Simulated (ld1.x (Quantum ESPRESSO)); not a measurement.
# Hf, TM: configuration errors across variants

```json
{
 "Element": "Hf",
 "Generator": "ld1.x (Quantum ESPRESSO) 7.5",
 "Type": "norm-conserving Troullier–Martins (Kleinman–Bylander form)",
 "Functional": "PBEsol",
 "Relativity": "scalar-relativistic",
 "Frozen core": "[Kr] 4d10 4f14 5s2",
 "Valence charge": "10",
 "Reference configuration": "5p6 5d2 6s2 6p0",
 "Partial waves": "6s (bound): rc 2.15 bohr; 5p (bound): rc 2.05 bohr; 5d (bound): rc 3.00 bohr",
 "Local potential": "all-electron potential smoothed inside 1.60 bohr (lloc = -1)",
 "Core correction": "a·sin(br)/r model core, default radius (core density twice the valence density)"
}
```

All-electron excitation energies from the reference (eV): (1) 5p6 5d2 6s1 6p0 8.008; (2) 5p6 5d2 6s0 6p0 22.171; (3) 5p6 5d1 6s0 6p0 43.945; (4) 5p6 5d3 6s1 6p0 2.595; (5) 5p6 5d0 6s0 6p0 76.766; (6) 5p6 5d3 6s0 6p0 10.006; (7) 5p6 5d2.5 6s1.5 6p0 1.255.

The default core radius of the base comes out at 1.00 bohr.

1 further variants failed, have other tests or too few solved ones, and are left out.

A true bound ghost makes a file unfit for plane-wave use even where its test errors are small: the radial tests pick states by their node count and pass the ghost by.

Errors AE − PS in meV (a dash: test not solved or not reliable):

```tsv
change	(1)	(2)	(3)	(4)	(5)	(6)	(7)	bound ghosts
base	-3.8	-22	-65	-6.9	-150	-16	-2.6	s
core correction none	-1.7	+3.7	+24	-1.3	+129	+1.4	-1.0	s
all radii but the core radius scaled by about 1.18 (s 2.54, p 2.42, d 3.54 bohr); local potential all-electron potential smoothed inside 1.88 bohr (lloc = -1)	-5.6	-39	-38	+1.6	+230	-0.8	-0.1	d, s
local potential all-electron potential smoothed inside 2.58 bohr (lloc = -1)	+8.2	-24	-74	-0.5	-170	-17	+0.7	s
wave 5d (bound): rc 3.00 bohr becomes 5d (bound): rc 1.84 bohr	-4.5	-23	-69	-14	-267	-35	-4.6	s
```

Q: Give the same row for: wave 5p (bound): rc 2.05 bohr becomes 5p (bound): rc 2.62 bohr.

A: -3.8, -22, -66, -6.9, -149, -16, -2.6; bound ghosts: s.
